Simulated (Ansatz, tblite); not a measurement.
Removing an electron: VO2. Charge 0, multiplicity 2. Geometry: PBE0-D4/def2-TZVP. Ansatz, gas phase; energy differences of separate SCF runs; the oxidised species is a singlet (the triplet lies 1.29 eV higher at PBE0-D4/def2-TZVP).

```xyz
3

V     0.517    0.174   -0.130
O    -0.660    0.154   -1.211
O     0.143   -0.328    1.340
```

The xTB rows come from tblite. No other spin state of charge 0 was run.

```json
{"level": "GFN2-xTB", "−HOMO (eV)": "–", "vertical IE (eV)": "16.73", "−LUMO (eV)": "–", "HOMO–LUMO gap (eV)": "–", "remarks": "–"}
{"level": "PBE0-D4/def2-TZVP", "−HOMO (eV)": "6.65", "vertical IE (eV)": "9.11", "−LUMO (eV)": "3.25", "HOMO–LUMO gap (eV)": "3.40", "remarks": "restricted SCF unstable in HF (+1 singlet)"}
```

Problem. Estimate the rows for PBE-D4/def2-TZVP, r2SCAN-D4/def2-TZVP.

Solution. 
```json
{"level": "PBE-D4/def2-TZVP", "−HOMO (eV)": "4.92", "vertical IE (eV)": "8.54", "−LUMO (eV)": "4.27", "HOMO–LUMO gap (eV)": "0.66", "remarks": "restricted SCF unstable in HF (+1 singlet)"}
{"level": "r2SCAN-D4/def2-TZVP", "−HOMO (eV)": "5.33", "vertical IE (eV)": "8.77", "−LUMO (eV)": "3.92", "HOMO–LUMO gap (eV)": "1.41", "remarks": "restricted SCF unstable in HF (+1 singlet)"}
```

Relaxing the oxidised species (PBE0-D4/def2-TZVP) changes its energy by -0.38 eV at PBE0-D4/def2-TZVP, so the adiabatic ionisation energy to this nearest minimum is 8.73 eV. At PBE-D4/def2-TZVP it is 8.37 eV.  Run but left out: GFN1-xTB (tight binding far off the other levels); HF/def2-TZVPP, MP2/def2-TZVPP, CCSD/def2-TZVPP, CCSD(T)/def2-TZVPP (flagged by the program: large difference).  HOMO and LUMO are the levels of the spin that leaves or enters (xTB has no such levels and no spin-polarisation term). Other spin states of the ions may lie lower, which would lower the ionisation energy or raise the affinity. Raw xTB energy differences between charge states are shifted by several eV; the methods need an empirical correction for them.
